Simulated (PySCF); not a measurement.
Ge(Me)(OH)3 (CH6GeO3), SMILES [CH3][Ge]([OH])([OH])[OH]. Geometry optimised at PBE-D3(BJ)/def2-SVP. The values are those of a single conformer.

Question: Give the equilibrium geometry at PBE-D3(BJ)/def2-SVP (PySCF confirms it by a frequency run) as Cartesian coordinates in Å, and its point group. (The exact figures need the calculation; the answer reports its results.)

Answer: This is not unique; one that fits is point group C3.
```xyz
11

C      0.0000     0.0000    -1.9546
Ge     0.0000     0.0000    -0.0190
O     -0.5835    -1.5674     0.6414
O     -1.0657     1.2890     0.6414
O      1.6491     0.2784     0.6414
H     -0.8822    -0.5561    -2.3238
H     -0.0405     1.0421    -2.3238
H      0.9227    -0.4859    -2.3238
H      0.0615    -1.8782     1.3052
H     -1.6573     0.8859     1.3052
H      1.5958     0.9923     1.3052
```
